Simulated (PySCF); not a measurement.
CdCl, SMILES [Cl][Cd] (connectivity only; charge and spin as stated), neutral, multiplicity 2.

Geometry optimised at r2SCAN-D4/def2-TZVPD. The multiplicity is an assumed one; other spin states were not compared. The def2 effective core potentials stand for the cores of Cd; spin–orbit coupling is left out.

Two levels are set side by side: PBE/def2-TZVPD (PySCF) and r2SCAN/def2-TZVPD (PySCF). Same geometry, gas phase. Differences are taken from unrounded values.

```
quantity                     r2SCAN
---------------------------  ------
α-spin orbital gap (eV)        4.57
β-spin orbital gap (eV)        2.79
dipole moment (D)              3.47
mean polarisability (bohr³)    54.7
```

Question: What does PBE give, and how far is it from r2SCAN? (The exact figures need the calculation; the answer reports its results.)

Answer: 
| quantity | PBE | PBE minus r2SCAN |
|---|---|---|
| α-spin orbital gap (eV) | 4.01 | -0.56 |
| β-spin orbital gap (eV) | 2.19 | -0.60 |
| dipole moment (D) | 3.27 | -0.20 |
| mean polarisability (bohr³) | 56.0 | 1.3 |

Rough cost on one machine, each run with all the roots and properties that it gave: r2SCAN against PBE about 2 times.
